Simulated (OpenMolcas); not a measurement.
## Cs I: effect of the active space

* Program: OpenMolcas
* Method: XMS-CASPT2, IPEA 0.25 Eh, imaginary shift 0.1 Eh
* Basis: ANO-RCC-VTZP
* Scalar Hamiltonian: DKH2, point nucleus
* Spin-orbit coupling: state interaction with AMFI integrals over the reference wave functions, term energies averaged over their components

A. 1 electron in 4 orbitals (6s 6p); 2S+1 = 2 even, 1 root; 2S+1 = 2 odd, 3 roots; closed shells correlated: 5s 5p; CASPT2 step about 0.8 core-seconds
B. 1 electron in 9 orbitals (5d 6s 6p); 2S+1 = 2 even, 6 roots; 2S+1 = 2 odd, 3 roots; closed shells correlated: 5s 5p; CASPT2 step of the order of 2.1 core-seconds

Energies in cm-1 above 6s 2S 1/2, the measured ground level; measured values from NIST Handbook of Basic Atomic Spectroscopic Data.

```
     Level      A      B  Measured
 6s 2S 1/2    0.0    0.0       0.0
6p 2P* 1/2  10710  10840     11178
6p 2P* 3/2  11020  11140     11732
```

Deviations, from unrounded energies. A percentage is the sum of absolute deviations over the sum of measured energies, with the sign that they share, or ± where signs differ.

```json
{"Against measurement": "mean absolute deviation (cm-1)", "Levels": "2", "A": "590", "B": "460"}
{"Against measurement": "other configurations (%)", "Levels": "2", "A": "-5.1", "B": "-4.1"}
```

B lies closest to measurement on these levels. The largest miss of B in the table is 6p 2P* 3/2, by -590 cm-1. The ranking rests on the paired levels alone, and a cruder setting can come out closer through cancelling errors.

Between A and B the level of the table that moves most is 6p 2P* 3/2, by 120 cm-1 (lowest in A, highest in B). Moves below CASPT2's spread within the term are not significant.

ANO sets are built for ground and valence states and can reach diffuse excited orbitals poorly. With one active electron, CASPT2 adds the correlation within the correlated inactive shells and between them and that electron, and leaves the splitting within a term as the reference gives it. Measured partners are found by configuration, term and J. A level has none where our copy of the source lacks it or the pairing is in doubt (some pairs that miss far off the trend of their configuration count as doubtful), and it then counts in no deviation. Levels of configurations outside the active space are missing. The table leaves out levels that lie high or whose names do not pair safely across all columns.

* marks odd parity.
